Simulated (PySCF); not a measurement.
AlH5P2. Atoms are numbered in the order given.

```xyz
8

Al     0.0180    -0.7976     0.0000
H     -0.0041    -2.3833     0.0000
P     -0.1173     0.3620     1.9972
H      0.8506    -0.4420     2.6652
H      0.7942     1.3872     1.6144
P     -0.1173     0.3620    -1.9972
H      0.7942     1.3872    -1.6144
H      0.8506    -0.4420    -2.6652
```

Geometry optimised at ωB97X-D3(BJ)/def2-SVP. The values are those of a single conformer.

Calculation: PBE0/pcSseg-1 (PySCF).

GIAO shieldings, no solvent; atoms listed in one row are averaged. δ = σ(ref) − σ: ¹H against TMS (σ = 31.56 ppm); ³¹P against PH3 (σ = 586.6 ppm), references at their B3LYP-D3(BJ)/def2-TZVP geometries, non-relativistic.

Computed chemical shifts:
| nucleus | atoms | count | δ (ppm) |
|---|---|---|---|
| ¹H | H2 | 1 | 6.45 |
| ¹H | H8, H4 | 2 | 2.04 |
| ¹H | H7, H5 | 2 | 1.93 |
| ³¹P | P3, P6 | 2 | 8.1 |
